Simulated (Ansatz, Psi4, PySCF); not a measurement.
Complex: HF (SMILES F) (first 2 atoms) with CH2O2 (SMILES O=CO); geometry from B3LYP-D3(BJ)/def2-TZVP, rigid monomers moved along the line of their centres of mass till H2···O3 is 2.28 Å.
(charge 0, multiplicity 1):
```json
[
 {"atom": "F", "x (Å)": "0.3902", "y (Å)": "0.0014", "z (Å)": "0.4621"},
 {"atom": "H", "x (Å)": "-0.1553", "y (Å)": "-0.4725", "z (Å)": "1.0950"},
 {"atom": "O", "x (Å)": "-0.7792", "y (Å)": "-0.7679", "z (Å)": "3.2681"},
 {"atom": "C", "x (Å)": "-0.1978", "y (Å)": "-0.0184", "z (Å)": "4.0256"},
 {"atom": "O", "x (Å)": "0.7027", "y (Å)": "0.8829", "z (Å)": "3.6775"},
 {"atom": "H", "x (Å)": "-0.3686", "y (Å)": "-0.0161", "z (Å)": "5.1063"},
 {"atom": "H", "x (Å)": "0.8304", "y (Å)": "0.8532", "z (Å)": "2.7027"}
]
```

Monomers are frozen at their geometry in the pair; levels with a basis set take the counterpoise correction. Rows marked so take none.

Frozen-core correlation. CBS(a, b) extrapolates the correlation energy as X⁻³ and adds the Hartree–Fock energy of set b. Rows in 6-31G* carry no dispersion term and start afresh at each structure (6-31G* with six Cartesian d functions).

Programs: Ansatz (Gaussian basis) for Hartree–Fock, density functionals and correlated methods; Psi4 for SAPT; PySCF for 6-31G* rows, the dispersion terms. 

```
level                                                     interaction energy (kcal/mol)
--------------------------------------------------------  -----------------------------
HF/6-31G* (no counterpoise)                                                       -9.28
PBE/def2-TZVPPD                                                                   -7.57
B3LYP/6-31G* (no counterpoise)                                                   -11.20
PBE0-D3(BJ)/def2-TZVPPD                                                           -7.97
wB97X-V/def2-TZVPPD                                                               -7.87
wB97M-V/def2-TZVPPD                                                               -7.81
CCSD(T)/aug-cc-pVDZ                                                                 ___
MP2/CBS(aug-cc-pVDZ, aug-cc-pVTZ) + ΔCCSD(T)/aug-cc-pVDZ                          -7.50
SAPT0/jun-cc-pV(D+d)Z                                                             -7.65
```

### Question
Fill in the missing entries.

### Answer

- CCSD(T)/aug-cc-pVDZ, interaction energy (kcal/mol): -7.16

Ansatz is an electronic-structure program.
